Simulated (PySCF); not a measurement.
AsBF2H2.

```xyz
6

B      1.0272    -0.0235     0.0000
As    -1.0217     0.0624     0.0000
H     -1.1575    -0.9666     1.1178
H     -1.1575    -0.9666    -1.1178
F      1.7164    -0.0004    -1.1264
F      1.7164    -0.0004     1.1264
```
Charge 0, spin multiplicity 1.

Coordinates come from a B3LYP-D3(BJ)/def2-SVP optimisation.

These are B3LYP/pcSseg-1 (PySCF) values and carry that method's errors. Non-relativistic, no solvent.

Computed absolute GIAO shielding of each atom: isotropic value and principal components (ppm):
```
atom  σ(iso)     σ11     σ22     σ33   span
----  ------  ------  ------  ------  -----
B1      60.5    22.3    74.4    84.7   62.4
As2   1875.2  1735.2  1939.6  1950.8  215.6
H3      29.1    22.1    24.3    40.7   18.6
H4      29.1    22.1    24.3    40.7   18.6
F5     193.4   -14.6   267.1   327.6  342.2
F6     193.4   -14.6   267.1   327.6  342.2
```
